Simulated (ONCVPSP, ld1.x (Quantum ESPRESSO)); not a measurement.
# Pseudopotentials across the periodic table

Generated with ld1.x 7.5 (TM, RRKJ, ultrasoft, PAW), atompaw 4.2 or ONCVPSP 4.0.1. The cutoff is in Ry: for ld1.x and atompaw files where the sum of valence levels is converged to 10 mRy in a Bessel basis, for ONCV files where the hardest occupied wave has 1 mHa per electron of residual kinetic energy. The error is the largest all-electron minus pseudo excitation energy over each file’s own four to seven test configurations (ionisations up to +4, promotions, holes and added fractions of an electron), all of which were solved. The labels leave out finer settings (local radius, basis sizes, second energies), which also bear on the numbers. Spin-polarised tests are not counted. The rows are a selection from randomly drawn settings: files with unsolved tests, undetermined cutoffs or missed reference levels are left out.

| element | potential | cutoff (Ry) | largest error (meV) | bound ghosts |
| --- | --- | --- | --- | --- |
| Li | TM, Wu–Cohen, scalar-relativistic, rc 3.50/4.20 (sp), local s, core correction no, reference 2s0 2p1 | 6 | +6.0 | none |
| Ti | ONCV, PBE, scalar-relativistic, rc 2.00/1.75/1.55 (spd), local smoothed, core correction no, reference 3s2 3p6 3d2 4s1.75 4p0.25, qcut 5.5/7/9.8, projectors 3/3/2 | 76 | -1.3 | none |
| In | RRKJ, revPBE, scalar-relativistic, rc 1.60/3.10/1.45 (spd), local s, core correction yes, reference 4d10 5s2 5p1 | 70 | -112 | none |
| Hf | TM, LDA (PZ), scalar-relativistic, rc 2.30/3.05/3.05 (spd), local s, core correction yes, reference 5d2 6s1 6p0 | 18 | -248 | none |
| Au | ONCV, PBE, scalar-relativistic, rc 1.25/1.35/1.55/1.35 (spdf), local smoothed, core correction no, reference 5s2 5p6 5d10 6s1, qcut 7.6/8/6.6/7.8, projectors 4/2/2/1 | 72 | -35 | none |
| Hg | PAW, PBE, scalar-relativistic, rc 1.30/1.65/2.10 (spd), local smoothed, core correction yes, reference 5s2 5p6 5d10 6s2 6p0 | 45 | -80 | none |

Fill in the row for Co: ONCV, LDA (Perdew-Zunger), scalar-relativistic, rc 1.35/0.90/0.90 (spd), local smoothed, core correction yes, reference 3s2 3p6 3d7 4s2, qcut 7.1/10.7/14.9, projectors 2/3/2.

cutoff 207 Ry, largest error -7.7 meV, bound ghosts: none.

Fill in the row for Hf: TM, LDA (PZ), scalar-relativistic, rc 2.70/1.25/2.50/2.40 (spdf), local s, core correction yes, reference 5p6 5d2 6s2 6p0.

cutoff 100 Ry, largest error -1043 meV, bound ghosts: none.
